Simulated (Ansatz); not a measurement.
AlH5O2SeSi. Charge 0, multiplicity 1. The bonds changed during the relaxation, so this is another structure than the one it started from.

Z-matrix (Å, degrees):
```
Si
O 1 1.628
Al 1 2.411 2 124.8
O 1 1.643 2 106.1 3 -177.6
Se 1 2.579 2 104.3 3 -66.0
H 2 0.961 1 118.0 3 150.5
H 3 1.581 1 116.8 2 10.4
H 3 1.587 1 113.7 2 172.5
H 4 0.959 1 117.2 2 -168.5
H 5 1.469 1 91.9 2 -147.3
```

(1) List the harmonic frequencies (cm⁻¹, unscaled) at PBE0-D4/def2-TZVP in Ansatz. (An estimate is asked.)

(2) Is this a minimum?

(3) Give the ideal-gas thermochemistry at 298.15 K and 1 bar (rigid rotor, harmonic oscillator; point group C1, symmetry number 1).

(4) And at 400, 500, 600, 800 and 1000 K?

(5) Rotational constants (cm⁻¹)?

## Answers

(1) Computed: 102, 104, 138, 179, 242, 262, 302, 308, 345, 404, 416, 467, 524, 581, 709, 793, 816, 907, 968, 1911, 1941, 2442, 3881, 3910.

(2) Yes, all 24 modes are real.

(3) Zero-point energy 135.5 kJ/mol; H(298) − E = 162.4 kJ/mol; entropy 394.1 J/(mol·K), of which translation 173.0, rotation 120.7, vibration 100.4; G(298) − E = 44.9 kJ/mol.

(4) 
```json
{"T (K)": "400", "H − E (kJ/mol)": "177.6", "S (J/mol/K)": "438.0", "G − E (kJ/mol)": "2.4"}
{"T (K)": "500", "H − E (kJ/mol)": "194.0", "S (J/mol/K)": "474.5", "G − E (kJ/mol)": "-43.2"}
{"T (K)": "600", "H − E (kJ/mol)": "211.4", "S (J/mol/K)": "506.2", "G − E (kJ/mol)": "-92.3"}
{"T (K)": "800", "H − E (kJ/mol)": "248.3", "S (J/mol/K)": "559.1", "G − E (kJ/mol)": "-199.0"}
{"T (K)": "1000", "H − E (kJ/mol)": "287.2", "S (J/mol/K)": "602.5", "G − E (kJ/mol)": "-315.3"}
```

(5) 0.07824, 0.04668, 0.03811.
